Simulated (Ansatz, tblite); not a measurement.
Forces on Ti3H⁺ at its r2SCAN-D4/def2-TZVP geometry. Total charge 1; singlet.

The xTB rows come from tblite. The restricted singlet is unstable towards broken spin symmetry in Hartree–Fock (as tested in another run); at PBE-D4/def2-TZVP this wasn't settled. No other spin state of charge 1 was run. Another isomer (triplet) lies 2.19 eV lower at PBE0-D4/def2-TZVP; other spin states weren't run for this one.

GFN1-xTB (tblite), largest force 49.42 eV/Å:

```xyz
4
positions Å, forces eV/Å
Ti   -0.766    0.293    0.157  -29.345    2.256  -13.966
Ti    1.925   -0.703   -0.319   22.818  -20.691  -31.320
Ti    0.960    0.183    1.029    6.174   18.580   45.381
H    -2.120    0.227   -0.866    0.354   -0.146   -0.095
```

PBE-D4/def2-TZVP (Ansatz), largest force 0.49 eV/Å:

```
Ti -0.047 -0.015 -0.064
Ti 0.110 -0.169 -0.306
Ti 0.024 0.195 0.448
H -0.087 -0.010 -0.079
```
